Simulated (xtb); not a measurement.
C4H9FSi, SMILES C[C@H]1C[C@@]1(F)[SiH3]. All values are semi-empirical tight-binding results from xtb (GFN2-xTB unless named), good for trends rather than for accurate numbers. Geometry optimised at GFN2-xTB. The structure was generated by enumeration; whether it is a known compound was not checked.

orbital gap: 5.56 eV
dipole moment: 2.27 D
zero-point energy: 71.3 kcal/mol
G − E(el) at 298.15 K (modified RRHO): 51.1 kcal/mol
static polarisability (D4 model): 74.8 bohr³
solvation energy, GFN2-xTB/ALPB(water): -1.8 kcal/mol
solvation energy, GFN2-xTB/ALPB(benzene): -4.1 kcal/mol
